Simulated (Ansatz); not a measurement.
Single points on Al4⁺.

```yaml
crystal:
  periodic: [false, false, false]
  atoms:
    - {symbol: Al, position_ang: [0.746931, 1.083410, 0.270086]}
    - {symbol: Al, position_ang: [-1.710981, 1.238509, 0.458421]}
    - {symbol: Al, position_ang: [-0.746880, -1.083805, -0.268802]}
    - {symbol: Al, position_ang: [1.710930, -1.238114, -0.459705]}
basis:
  gaussian: {orbitals: def2-TZVP, initial_orbitals: start.molden}
total_charge: 1
magnetization: {spin_polarized: true, initial_magnetization: 1}
hamiltonian: {xc: r2scan, dispersion: d4}
scf: {omitted_lower_state_checks: [starts]}
output: {orbitals: {seedname: orbitals}}
```

The file start.molden holds the orbitals of an earlier run on this structure, at another level or in another basis.

```sh
$ ansatz run in.yaml --threads 4 --pin off --events-out ev --progress --plain --max-ram 3916MiB
```

Output, abridged:

```
Functional definition: r2SCAN
1036 factors; their error is unknown
mean field evaluation 1: about -26376.3133 eV, gradient 5.3e0 eV
mean field evaluation 2: about -26376.3785 eV, gradient 1.5e-1 eV
mean field evaluation 4: about -26376.3659 eV, gradient 4.5e-2 eV
mean field evaluation 8: about -26376.3660 eV, gradient 2.2e-5 eV
mean field -26376.36601243 eV, -969.3135724139 hartree, gradient 9.6e-6 eV, S^2 1.332857; 0 other end points of the search recorded, 0 dependent functions left out
reference -26376.36602960 eV, -969.3135730448 hartree; 26, 25 occupied and 122, 123 virtual orbitals, 1036 factors
Total energy: -26376.39306269 eV, -969.3145664925 hartree
Checks for a lower state left out: starts
```

Hardware: 4 threads of Arm Neoverse V2 on a shared host. Wall time 13 s.

The first input with `hamiltonian: {xc: pbe, dispersion: d4}` (abridged; 4.1 s):

```
Functional definition: PBE
mean field evaluation 16: about -26365.1677 eV, gradient 6.6e-6 eV
mean field -26365.16765389 eV, -968.9020403279 hartree, gradient 6.6e-6 eV, S^2 0.967623
Total energy: -26365.31930814 eV, -968.9076135190 hartree
Checks for a lower state left out: starts
```

The first input with `hamiltonian: {xc: pbe0, dispersion: d4}` (abridged; 8 s):

```
Functional definition: PBE0
mean field evaluation 16: about -26367.0470 eV, gradient 1.1e-5 eV
mean field -26367.04696033 eV, -968.9711035659 hartree, gradient 7.5e-6 eV, S^2 1.148529
Total energy: -26367.17723751 eV, -968.9758911640 hartree
Checks for a lower state left out: starts
```

As the first input, with `gaussian: {orbitals: def2-TZVPP, initial_orbitals: start.molden}`, `correlation: {method: ccsd_t}`, `scf: {omitted_lower_state_checks: [starts, cluster_reference]}` and without the key `hamiltonian` (abridged; 27 s):

```
Functional definition: HF
mean field evaluation 16: about -26324.0324 eV, gradient 1.3e-2 eV
mean field -26324.03239969 eV, -967.3903476185 hartree, gradient 3.7e-6 eV, S^2 2.713227
20 core orbitals not correlated: weight in the atoms' cores, before any rotation towards them, 1.000 or more for the frozen orbitals, at most 0.000 for the correlated occupied ones
second order -5.00370062 eV of doubles, -0.00000000 eV of singles
cycle   1  -5.64977374 eV  change   -6.5e-1 eV  update   1.3e-1
cycle   2  -6.09879943 eV  change   -4.5e-1 eV  update   6.8e-2
cycle   3  -6.23670998 eV  change   -1.4e-1 eV  update   4.7e-2
cycle   4  -6.30242356 eV  change   -6.6e-2 eV  update   3.1e-2
cycle   5  -6.34576759 eV  change   -4.3e-2 eV  update   2.2e-2
cycle   6  -6.38210497 eV  change   -3.6e-2 eV  update   1.5e-2
cycle   7  -6.39720520 eV  change   -1.5e-2 eV  update   1.1e-2
cycle   8  -6.40641158 eV  change   -9.2e-3 eV  update   8.7e-3
cycle   9  -6.40924439 eV  change   -2.8e-3 eV  update   8.2e-3
[...]
cycle  24  -6.45665091 eV  change   -1.9e-6 eV  update   4.5e-4
cycle  25  -6.45624130 eV  change    4.1e-4 eV  update   3.1e-4
cycle  26  -6.45587060 eV  change    3.7e-4 eV  update   1.8e-4
cycle  27  -6.45587174 eV  change   -1.1e-6 eV  update   1.2e-4
cycle  28  -6.45590061 eV  change   -2.9e-5 eV  update   8.3e-5
cycle  29  -6.45599326 eV  change   -9.3e-5 eV  update   5.1e-5
cycle  30  -6.45607759 eV  change   -8.4e-5 eV  update   3.1e-5
cycle  31  -6.45610445 eV  change   -2.7e-5 eV  update   1.8e-5
cycle  32  -6.45611137 eV  change   -6.9e-6 eV  update   1.2e-5
cycle  33  -6.45610385 eV  change    7.5e-6 eV  update   8.0e-6
cycle  34  -6.45609579 eV  change    8.1e-6 eV  update   5.0e-6
cycle  35  -6.45609167 eV  change    4.1e-6 eV  update   2.9e-6
perturbative correction -0.68703760 eV, -0.0252481660 hartree
Total energy: -26331.17552895 eV, -967.6528527772 hartree
Checks for a lower state left out: starts, cluster_reference
```

Geometry: r2SCAN-D4/def2-TZVP, that of the neutral singlet.

Correlated methods freeze 20 core orbitals. At r2SCAN-D4/def2-TZVP, PBE-D4/def2-TZVP, PBE0-D4/def2-TZVP, CCSD(T)/def2-TZVPP the charge 1 doublet is spin-contaminated (final ⟨S²⟩ up to 2.71, 0.75 for a pure state). At CCSD(T)/def2-TZVPP T1 of the charge 1 doublet is large (up to 0.157), so the single-reference result is doubtful. The structure comes from a short search, and lower isomers may exist.
